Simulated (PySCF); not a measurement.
# Diatomics of Cs with the fifth-period p block

HF with double-zeta basis sets in PySCF, for the lowest determinant that a PBE0 search found; no spin–orbit coupling. De refers to high-spin ground-configuration atoms. A positive dipole means M(−)Cs(+).

```tsv
M	basis	reference	state (unpaired electrons)	Re (Å)	ωe (cm⁻¹)	De (eV)	μ (D)
Sn	def2-SVP	UHF	quartet (σ ↑, π ↑↑)	3.733	84.3	1.08	13.19
Te	def2-SVP	UHF	doublet (π ↑)	3.606	102	1.43	13.13
I	def2-SVP	RHF	singlet (closed shell)	3.487	111	2.76	13.22
```

The shortest bond is that of CsI (3.487 Å), the longest that of CsSn (3.733 Å). CsI is bound most strongly (2.76 eV) and CsSn least (1.08 eV).

The state changes along the series, so neighbouring rows are not always alike in their bonding.

These are scalar-relativistic numbers at best; spin–orbit coupling would shift them, the dissociation energy most. Where the molecule has an RHF reference, its open-shell atoms are computed with UHF. Hartree–Fock leaves out correlation, which carries a large part of most bond energies and some tenths to 1 eV of ionisation energies. States were picked by a PBE0 search and need not be the measured ground states.
